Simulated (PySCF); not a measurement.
**Ionisation energy of Se³⁺ by level of theory**

Se³⁺ [Ar] 3d10 4s2 4p1 [4p1/2^1, M_J = 1/2] → Se⁴⁺ [Ar] 3d10 4s2, as a difference of total energies. All numbers are calculated (PySCF 2.14, the two-component X2C-1e Hamiltonian, in x2c-TZVPPall-2c (6s7p4d1f, 54 functions)). Correlated levels: [Ne] frozen. "Screened" scales the spin-orbit matrix elements by Boettger's factors to mimic the two-electron term; Breit and QED terms are absent.

```csv
method,ionisation energy (eV)
GHF (spin-free),41.966
GMP2 (spin-free),42.348
GHF (screened spin-orbit),42.325
GMP2 (screened spin-orbit),42.717
```

**Question.** How much does correlation contribute at GMP2 (screened spin-orbit)?

**Answer.** 42.717 − (42.325) = 0.392 eV, measured against GHF (screened spin-orbit).

The spin-free rows lack the spin-orbit shift.

Errors of the correlated levels include the incompleteness of this basis and the frozen core.

For comparison: 42.947 eV (measured; NIST Atomic Spectra Database, ionization energies).
